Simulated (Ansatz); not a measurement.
B3LYP has the VWN-RPA correlation part, as in Gaussian. 

Z-matrix (Å, degrees):
```
Ge
O 1 1.7694
H 2 0.9671 1 112.66
O 1 1.7701 2 108.51 3 48.05
H 4 0.9676 1 110.98 2 -133.58
O 1 1.7743 2 113.19 3 -67.16
H 6 0.9675 1 112.64 2 -90.05
C 1 1.9627 2 103.53 3 169.26
H 8 1.0989 1 107.82 2 15.00
H 8 1.0991 9 108.58 1 117.41
C 8 1.5031 9 109.25 10 118.78
F 11 1.3405 8 112.54 9 -56.68
F 11 1.3453 12 107.40 8 123.52
F 11 1.3593 12 106.74 13 114.26
```
Charge 0, spin multiplicity 1.

Q: Give the vertical ionisation energy (Delta-SCF), LUMO, HOMO, total energy and dipole moment at the level B3LYP-D3(BJ)/def2-TZVP // B3LYP-D3(BJ)/def2-SVP (Ansatz, a first-principles code).

A: 
```json
{
 "vertical ionisation energy (Delta-SCF)": "11.01 eV",
 "LUMO": "-0.38 eV",
 "HOMO": "-8.78 eV",
 "total_energy": "-2681.8706 Ha",
 "dipole_moment": "0.53 D"
}
```
